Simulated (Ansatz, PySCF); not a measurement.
Dimer: CH4 (SMILES C) (first 5 atoms) with C3H6 (SMILES C=CC); geometry from B3LYP-D3(BJ)/def2-TZVP, rigid monomers moved along the line of their centres of mass till H5···C7 is 3.51 Å.
(charge 0, multiplicity 1):
```xyz
14

C     -0.1534     0.0077     0.5017
H     -1.1901    -0.2810     0.6712
H      0.2313    -0.5192    -0.3707
H     -0.1019     1.0818     0.3264
H      0.4421    -0.2475     1.3765
C      0.9316    -1.0095     4.7778
C      0.5449     0.2581     4.8440
C     -0.8301     0.7567     4.5336
H      0.2454    -1.7961     4.4837
H      1.9450    -1.3075     5.0139
H      1.2697     1.0114     5.1422
H     -0.8072     1.4827     3.7161
H     -1.4947    -0.0587     4.2458
H     -1.2654     1.2678     5.3971
```

Monomers are frozen at their geometry in the pair; levels with a basis set take the counterpoise correction.

Cores are frozen in the correlated methods.

The values were computed with Ansatz (Gaussian orbitals); PySCF for the dispersion terms. Values without a source in brackets are computed.

PBE/def2-TZVPPD gives -1.5 kJ/mol for the interaction energy.

### Question
How do the other levels lie against it? Give each less PBE: PBE-D3(BJ)/def2-TZVPPD, r2SCAN/def2-TZVPPD, B3LYP/def2-TZVPPD, wB97M-V/def2-TZVPPD, MP2/aug-cc-pVDZ, CCSD(T)/aug-cc-pVDZ.

### Answer
PBE-D3(BJ)/def2-TZVPPD -2.8; r2SCAN/def2-TZVPPD -0.3; B3LYP/def2-TZVPPD 2.1; wB97M-V/def2-TZVPPD -1.6; MP2/aug-cc-pVDZ -1.6; CCSD(T)/aug-cc-pVDZ -1.4 kJ/mol. 1 of 6 lie above PBE; the widest gap is to PBE-D3(BJ)/def2-TZVPPD.

Ansatz is a quantum-chemistry and plane-wave program.
